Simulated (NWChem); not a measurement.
System: BiCl2F; SMILES [Bi]([Cl])([F])[Cl]

```xyz
4

Bi    -0.3249     0.2680     0.0000
F     -1.4341    -1.4589     0.0000
Cl     1.1728    -0.2679    -1.9015
Cl     1.1728    -0.2679     1.9015
```
Atoms are numbered in this order, from 1.

The geometry was optimised at PBE-D3(BJ)/def2-SVP. def2 effective core potentials on Bi; no spin-orbit coupling.

Symmetry labels are those of Cs in the frame above (b1 and b2, or b-type labels, depend on it).

### Question
List the 6 lowest vertical singlet excitations from PBE/def2-SVP with def2 effective core potentials on Bi, TDA (NWChem).

### Answer
```json
[
 {"state": "S1", "energy (eV)": "4.73", "oscillator strength": "0.000", "symmetry": "a\"", "leading excitation (squared amplitude)": "HOMO → LUMO (0.45)"},
 {"state": "S2", "energy (eV)": "4.79", "oscillator strength": "0.009", "symmetry": "a'", "leading excitation (squared amplitude)": "HOMO−1 → LUMO (0.92)"},
 {"state": "S3", "energy (eV)": "4.84", "oscillator strength": "0.001", "symmetry": "a\"", "leading excitation (squared amplitude)": "HOMO−2 → LUMO (0.46)"},
 {"state": "S4", "energy (eV)": "4.90", "oscillator strength": "0.001", "symmetry": "a\"", "leading excitation (squared amplitude)": "HOMO → LUMO+1 (0.56)"},
 {"state": "S5", "energy (eV)": "4.93", "oscillator strength": "0.001", "symmetry": "a'", "leading excitation (squared amplitude)": "HOMO−3 → LUMO (0.59)"},
 {"state": "S6", "energy (eV)": "5.00", "oscillator strength": "0.002", "symmetry": "a'", "leading excitation (squared amplitude)": "HOMO−1 → LUMO+1 (0.61)"}
]
```
